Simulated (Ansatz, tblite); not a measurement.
Spin states of the cluster KBr2 (the lowest doublet isomer of a short search), each relaxed with PBE-D4/def2-TZVP in Ansatz. Electronic energies in the gas phase.

The xTB rows come from tblite. Correlated methods freeze 23 core orbitals; core or outer-core shells of K, Br are correlated, in sets that lack core-valence functions. In CCSD on the charge 0 quartet the largest single amplitude is 0.23, so its Hartree–Fock determinant may place the open shell otherwise than the density functionals do. HOMO above LUMO, or a gap near zero within one spin, warns that the state may not be the lowest or that an electron is smeared out. In the doublet, Br2 and Br3 lie 2.97 Å apart (atoms count from 1), so these atoms are partly bonded to each other. In the quartet, Br2 and Br3 lie 2.70 Å apart (atoms count from 1), so these atoms are partly bonded to each other. The structure comes from a short search, and lower isomers may exist.

Doublet geometry (C2v within 0.1 Å):

```xyz
3

K    -1.5866    0.7711    0.0232
Br    0.6582   -0.7068    1.4302
Br    0.9283   -0.0643   -1.4534
```

Quartet geometry (C2v within 0.1 Å):

```xyz
3

K     1.516   -0.950    2.029
Br   -1.812   -0.233   -0.558
Br    0.297    1.183   -1.471
```

⟨S²⟩: doublet 0.75 at PBE0-D4/def2-TZVP (pure 0.75), quartet 3.76 at PBE0-D4/def2-TZVP (pure 3.75).

Only these spin states were relaxed. The quartet has other bonds than the doublet, so the gap mixes isomer and spin.

(1) Estimate which spin state lies lowest at each of these levels, and by how much: GFN1-xTB; HF/def2-TZVP; revPBE-D4/def2-TZVP; ωB97X-V/def2-TZVP; B2PLYP/def2-TZVP; RPA@PBE/def2-TZVP; MP2/def2-TZVP; CCSD(T)/def2-TZVPP.

Answers

(1) 
```tsv
level	quartet − doublet (kcal/mol)	lowest of these	remarks
GFN1-xTB	144.7	doublet	–
HF/def2-TZVP	91.9	doublet	–
revPBE-D4/def2-TZVP	93.3	doublet	gap within one spin near zero (quartet)
ωB97X-V/def2-TZVP	115.2	doublet	–
B2PLYP/def2-TZVP	107.7	doublet	–
RPA@PBE/def2-TZVP	94.2	doublet	–
MP2/def2-TZVP	114.5	doublet	–
CCSD(T)/def2-TZVPP	107.5	doublet	–
```

The xTB methods have no term that favours high spin, so they put low spin too low.
